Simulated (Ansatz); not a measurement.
C2H7NSSi, SMILES `C[SiH]1NCS1`, relaxed with RKS PBE0-D4/def2-TZVP in Ansatz from a PBE-D4/def2-SVP geometry. The force threshold is 0.005 eV/Å; the program also tests the step.

Total charge 0; spin multiplicity 1.

Start:

```xyz
12

C    -0.156   -1.247    1.617
Si   -0.306   -0.648   -0.155
N    -0.483    1.076   -0.401
C     0.662    1.356   -1.257
S     1.548   -0.299   -1.231
H     0.176   -2.306    1.638
H    -1.138   -1.195    2.134
H     0.576   -0.630    2.174
H    -1.317   -1.528   -0.859
H    -1.311    1.669   -0.487
H     0.402    1.612   -2.310
H     1.348    2.139   -0.861
```

```csv
step,energy (eV),largest force (eV/Å),largest move (Å)
1,-22383.0990,0.690,0.000
2,-22383.1596,0.242,0.032
3,-22383.1679,0.079,0.018
4,-22383.1682,0.035,0.004
5,-22383.1682,0.004,0.004
```

End:

```xyz
12

C    -0.156   -1.236    1.602
Si   -0.289   -0.628   -0.146
N    -0.471    1.068   -0.384
C     0.660    1.342   -1.253
S     1.532   -0.288   -1.218
H     0.159   -2.283    1.616
H    -1.129   -1.177    2.099
H     0.566   -0.644    2.167
H    -1.284   -1.494   -0.846
H    -1.293    1.640   -0.481
H     0.379    1.579   -2.284
H     1.326    2.121   -0.870
```

Hardware: 4 threads of an Arm Neoverse V1 on a shared host. Wall time 23 s, peak host memory 0.59 GiB.
